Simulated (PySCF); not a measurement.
MgCl, SMILES [Mg+][Cl], charge +1. Coordinates come from a PBE0-D3(BJ)/def2-TZVPD optimisation. The multiplicity is an assumed one; other spin states were not compared.

### Question
Give the equilibrium geometry at PBE0-D3(BJ)/def2-TZVPD (PySCF confirms it by a frequency run) as Cartesian coordinates in Å, and its point group. (The exact figures need the calculation; the answer reports its results.)

### Answer
point group C∞v.
```xyz
2

Mg     0.0000     0.0000    -1.2357
Cl     0.0000     0.0000     0.8723
```
Charge +1, spin multiplicity 1.
